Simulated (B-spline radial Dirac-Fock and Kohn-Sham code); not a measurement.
**Satellites and hypersatellites of the K lines of Pb⁵⁺**

System: lead as Pb⁵⁺, 1s2 2s2 2p6 3s2 3p6 3d10 4s2 4p6 4d10 4f14 5s2 5p6 5d9.

Model: Dirac-Fock (average of configuration) total-energy differences with a finite nucleus, the Breit interaction including its frequency dependence, and self-energy and vacuum-polarisation corrections. Program: a B-spline atomic structure program. Each two-hole energy is an average over J within one jj subconfiguration, not an observable level; in light atoms, where LS coupling holds, the j-resolved values are not observed lines, and for a K spectator the Kα1 hypersatellite is nearly forbidden. The model has no electron correlation.

Lines without a spectator: Kα2 (K-L2) 72800.5 eV, Kα1 (K-L3) 74965.0 eV, Kβ3 (K-M2) 84440.6 eV, Kβ1 (K-M3) 84928.6 eV. Shifts in eV with one spectator hole (a dash: not computed, or left out as unreliable):

| spectator hole | Kα2 | Kα1 | Kβ3 | Kβ1 |
| --- | --- | --- | --- | --- |
| K (1s) | +1151.7 | +1261.6 | +1497.7 | +1523.7 |
| L2 (2p1/2) | +153.4 | +213.0 | – | +388.5 |
| L3 (2p3/2) | +103.2 | +118.2 | +271.2 | – |
| M2 (3p1/2) | – | +35.1 | +63.7 | +75.9 |
| M3 (3p3/2) | +16.58 | – | +49.9 | +51.3 |
| M4 (3d3/2) | +5.33 | +2.13 | – | – |

Run: 75 s of CPU time on 1 thread of Neoverse-N1 (shared host), peak memory 0.57 GiB.
